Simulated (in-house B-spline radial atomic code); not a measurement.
Relativistic effects in Nb⁸⁺, [Ar] 3d10 4s2 4p3: non-relativistic Hartree-Fock (point nucleus) against Dirac-Hartree-Fock (Fermi nucleus of rms radius 4.324 fm), both averages of the configuration, computed with an all-electron radial atomic-structure program (B-spline basis).

```csv
orbital,ε NR (Eh),ε Dirac (Eh),<r> NR (bohr),<r> Dirac (bohr),change of <r> (%)
1s1/2,-690.48,-706.94,0.03719,0.03608,-3.0
2s1/2,-101.95,-105.84,0.1625,0.1573,-3.2
2p1/2,-93.807,-97.205,0.1398,0.1346,-3.7
2p3/2,-93.807,-93.66,0.1398,0.1391,-0.5
3s1/2,-22.097,-22.839,0.4502,0.4389,-2.5
3p1/2,-18.921,?,0.4472,?,?
3p3/2,-18.921,-18.922,0.4472,0.4454,-0.4
3d3/2,-13.183,-13.126,0.4275,0.4263,-0.3
3d5/2,-13.183,-13.015,0.4275,0.4296,+0.5
4s1/2,-6.71,-6.8486,1.1,1.079,-1.9
4p1/2,-5.7723,-5.8729,1.162,1.142,-1.8
4p3/2,-5.7723,?,1.162,?,?
```

Q: What happens to 4p3/2?

A: Its energy goes to -5.7704 hartree and <r> to 1.16 bohr (-0.20 %).

Q: What happens to 3p1/2?

A: Its energy goes to -19.521 hartree and <r> to 0.4356 bohr (-2.59 %).

Q: What explains the pattern of contraction and expansion?

A: Expansion is seen in 3d5/2. The s and p1/2 orbitals contract directly, screen the nucleus better, and so push out orbitals that have little density near the nucleus; spin-orbit coupling adds to this for j = l + 1/2 and opposes it for j = l - 1/2.

Q: By how much does the total energy change?

A: By -64.642 hartree, from -3735.642 to -3800.284.
